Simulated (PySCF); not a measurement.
**Ionisation energy of W⁷²⁺ by level of theory**

W⁷²⁺ 1s2 (1S) → W⁷³⁺ 1s1 (2S), as a difference of total energies. Computed with PySCF 2.14 in an even-tempered Gaussian basis (19 s from 220 bohr⁻², ratio 2; 7 p from 330 bohr⁻², ratio 2.2; 4 d from 980 bohr⁻², ratio 2.2; 3 f from 1500 bohr⁻², ratio 2.2; 3 g from 2200 bohr⁻², ratio 2.2; 2 h from 3300 bohr⁻², ratio 2.2), with scalar relativity by spin-free X2C-1e. Correlated levels: nothing frozen; virtual orbitals above 40 to 60 times the deepest correlated orbital energy dropped. The calculations carry no spin-orbit coupling.

```csv
method,ionisation energy (eV)
UHF,79379.4
MP2 (all electrons),79381.4
SCS-MP2 (all electrons),79381.8
CCSD (all electrons),79381.4
```

For this ion Breit and QED terms and the two-electron picture change, all absent here, outweigh the differences among the correlated methods.

With two correlated electrons CCSD is exact in that space.

For comparison: 79181.94 ± 0.19 eV (theoretical estimate listed by NIST; NIST Atomic Spectra Database, ionization energies).
